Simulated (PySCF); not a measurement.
NICS in isomers of C6H10OSSi.

Probes without a nucleus sit at each ring's centroid and 1 Å off its mean plane on both sides; NICS is minus the shielding there, NICSzz its component along the normal. Level: GIAO PBE0/pcSseg-1 (PySCF, non-relativistic, gas phase) on the GFN2-xTB geometries, one conformer each. Atom numbers follow the mapped SMILES.

Question: Order these rings by mean NICS(1)zz, lowest (most negative) first (ppm).
A. ring C3–C4–O5–C6–C9 in `[CH3:1][SiH2:2][c:3]1[cH:4][o:5][c:6]([S:7][CH3:8])[cH:9]1`
B. ring C3–C4–C5–C6–O7–C8–Si9 in `[CH3:1][S:2][C:3]1=[CH:4][CH:5]=[CH:6][O:7][CH2:8][SiH2:9]1`
C. ring C5–C6–C7–O8–C9 in `[CH3:1][CH2:2][Si@@H:3]([SH:4])[c:5]1[cH:6][cH:7][o:8][cH:9]1`

Answer: C (-27.4), A (-23.9), B (-0.3).

```tsv
SMILES	ring	NICS(0)	NICS(1)	NICS(1)zz	HOMA	rms pucker (Å)	ring atoms with four or more neighbours
CC[Si@@H](S)c1ccoc1	5-membered ring with O; formal bonds all aromatic	-11.6	-10.6	-27.4	0.48	0.00	0
C[SiH2]c1coc(SC)c1	5-membered ring with O; formal bonds all aromatic	-10.6	-9.7	-23.9	0.41	0.00	0
CSC1=CC=COC[SiH2]1	7-membered ring with O and Si; formal bonds 2 double, 5 single	-1.1	-2.1	-0.3	–	0.29	2
```

NICS(0) gives the same order. The isotropic NICS(1) gives the same order. HOMA uses Krygowski's 1993 parameters; it is left out where a ring has a four-coordinate atom, a triple bond, no multiple bond or a kind of bond without parameters. NICS(1) and NICS(1)zz are means over the two faces.
